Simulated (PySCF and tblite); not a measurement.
Values are calculated unless marked as measured or tabulated.
## Conformer ensemble of C₄H₅ClOS, numbered as in [O:1]=[S@:2]1[CH2:3][CH2:4][CH:5]=[C:6]1[Cl:7]

Free energies: PBE0-D3(BJ)/def2-SVP (IEF-PCM, dimethylsulfoxide) on GFN2-xTB structures plus GFN2-xTB thermal terms, symmetry and mirror images included. Conformers within 1.5 kcal/mol (GFN2-xTB free energy) were kept, 10 at most. GIAO shieldings: KT3/pcSseg-1 (IEF-PCM, dimethylsulfoxide). Shifts are against TMS (¹H), TMS (¹³C) at the same level; of two unlike H on one atom, a is the less shielded. (PySCF 2.14, tblite 0.8.)

The 5-ring runs over atoms 2–3–4–5–6.

| conformer | shape | symmetry | E(GFN2) kcal/mol | E(DFT) kcal/mol | G(298.15 K) kcal/mol | weight % | dipole D |
| --- | --- | --- | --- | --- | --- | --- | --- |
| 1 | 5-ring envelope (ring torsions 30, -18, -3, 18, -27°) | C1 | 0.00 | 0.00 | 0.00 | 63.2 | 5.72 |
| 2 | 5-ring envelope (ring torsions -25, 16, 1, -14, 22°) | C1 | 0.61 | 0.37 | 0.32 | 36.8 | 6.32 |

Weights (%) against temperature:

| T (K) | 1 | 2 | S(mix) cal/mol/K |
| --- | --- | --- | --- |
| 220 | 68.3 | 31.7 | 1.24 |
| 298.15 | 63.2 | 36.8 | 1.31 |
| 350 | 60.9 | 39.1 | 1.33 |
| 450 | 57.9 | 42.1 | 1.35 |
| 800 | 53.4 | 46.6 | 1.37 |

Averaged shifts at 298.15 K. ¹H: 6.74 (H5, 1H), 3.66 (H4a, 1H), 3.47 (H3a, 1H), 3.16 (H4b, 1H), 3.09 (H3b, 1H) ppm. ¹³C: 145.4 (C6), 134.0 (C5), 63.2 (C3), 37.3 (C4) ppm.

Coordinates of conformer 1 (Å):

```xyz
12

O     0.958    1.880   -1.274
S     0.907    1.444    0.117
C    -0.824    0.861    0.454
C    -0.964   -0.539   -0.130
C     0.390   -1.172   -0.073
C     1.400   -0.334    0.093
Cl    3.062   -0.715    0.162
H    -1.520    1.579    0.030
H    -0.917    0.850    1.538
H    -1.287   -0.486   -1.173
H    -1.700   -1.130    0.417
H     0.496   -2.239   -0.187
```

Coordinates of conformer 2 (Å):

```xyz
12

O     2.533   -0.439    0.734
S     1.581   -0.470   -0.368
C     0.009   -1.198    0.313
C    -1.153   -0.285   -0.062
C    -0.596    1.089   -0.267
C     0.715    1.159   -0.416
Cl    1.659    2.551   -0.697
H     0.163   -1.242    1.390
H    -0.103   -2.206   -0.076
H    -1.922   -0.280    0.714
H    -1.626   -0.621   -0.989
H    -1.258    1.940   -0.301
```

Shifts are unscaled: against experiment ¹³C can be off by 15 ppm or more and ¹H by 0.8 ppm.

Search and properties took 40 s on 1 thread of Arm Neoverse V2 (shared host) (rough), launched as `OMP_NUM_THREADS=1 python ens_run.py task.json out`.


Conformer gaps in def2-SVP on xTB geometries can be 2 kcal/mol too large for S=O, P=O and other polar bonds.